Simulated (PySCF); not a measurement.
# Ni (nickel, neutral) across methods

[Ar] 3d8 4s2, high-spin 3F determinant. Computed with PySCF 2.14 in def2-QZVPPD, with the non-relativistic Hamiltonian (point nucleus). The B2PLYP total includes its PT2 part (frozen core); its orbital energies are those of the SCF part.

| method | E (hartree) | mean ε 3d β (eV) | mean ε 4s α (eV) | mean ε 4s β (eV) | Σ⟨r²⟩ (bohr²) | ⟨S²⟩ |
| --- | --- | --- | --- | --- | --- | --- |
| PBE | -1508.041 | -8.487 | -5.680 | -5.324 | 36.12 | 2.003 |
| PBE0 | -1508.059 | -10.906 | -6.371 | -6.011 | 36.18 | 2.003 |
| UHF | -1506.88063 | -17.675 | -7.747 | -7.302 | 37.81 | 2.005 |
| r2SCAN | -1508.279 | -8.924 | -5.889 | -5.516 | 35.90 | 2.004 |
| B2PLYP | -1508.023 | -13.404 | -6.909 | -6.574 | 36.68 | 2.003 |
| LDA | -1505.611 | -8.563 | -5.893 | -5.547 | 35.76 | 2.003 |
| BP86 | -1508.520 | -8.672 | -5.852 | -5.495 | 35.86 | 2.003 |
| B3LYP | -1508.348 | -10.523 | -6.309 | -6.004 | 36.14 | 2.003 |

Problem. Estimate the same row for BLYP.

Solution. E (hartree) = -1508.383; mean ε 3d β (eV) = -8.440; mean ε 4s α (eV) = -5.606; mean ε 4s β (eV) = -5.305; Σ⟨r²⟩ (bohr²) = 36.16; ⟨S²⟩ = 2.002.
